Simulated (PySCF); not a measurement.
# Two-component Hartree-Fock for Br⁴⁺ (bromine, charge +4)

Start: [Ar] 3d10 4s2 4p1; 4p1/2 filled at m_j = +1/2. Calculated with PySCF 2.14 in x2c-TZVPPall-2c: generalised Hartree-Fock with the X2C-1e Hamiltonian and a Gaussian nucleus; one run each with spin-orbit coupling (SO) switched off, then screened by Boettger's factors.

| spinor shell | electrons | ε, spin-free (eV) | ε, screened SO (eV) | weight of nominal j (screened SO) | rms radius, screened SO (bohr) |
| --- | --- | --- | --- | --- | --- |
| 1s1/2 | 2 | -13613.0 | -13612.5 | 1.000 | 0.0492 |
| 2s1/2 | 2 | -1880.5 | -1880.3 | 1.000 | 0.205 |
| 2p1/2 | 2 | -1659.8 | -1692.4 | 1.000 | 0.180 |
| 2p3/2 | 4 | -1659.8 | -1644.0 | 1.000 | 0.184 |
| 3s1/2 | 2 | -331.32 | -331.19 | 1.000 | 0.587 |
| 3p1/2 | 2 | -258.98 | -264.07 | 1.000 | 0.599 |
| 3p3/2 | 4 | -258.98 | -256.37 | 1.000 | 0.610 |
| 3d3/2 | 4 | -139.58 | -140.22 | 0.999 | 0.643 |
| 3d5/2 | 6 | -139.58 | -138.96 | 0.999 | 0.645 |
| 4s1/2 | 2 | -72.471 | -72.410 | 0.998 | 1.63 |
| 4p1/2 | 1 | -58.876 | -59.372 | 0.992 | 1.80 |

```json
{"quantity": "E (hartree)", "spin-free": "-2600.23478", "screened SO": "-2600.39157"}
{"quantity": "M_J", "spin-free": "1/2", "screened SO": "1/2"}
{"quantity": "⟨J²⟩", "spin-free": "1.056", "screened SO": "0.784"}
{"quantity": "⟨L²⟩", "spin-free": "2.028", "screened SO": "2.028"}
{"quantity": "⟨S²⟩", "spin-free": "0.759", "screened SO": "0.761"}
```

Each row is a mean over spinors that exchange with the open shell spreads, by up to 1.061 eV (3p1/2).

Without spin-orbit coupling the j labels of p, d and f shells carry no meaning; the spin-free column gives the mean over the occupied spinors of each nl shell, and its ⟨J²⟩ belongs to a mixture of degenerate components.
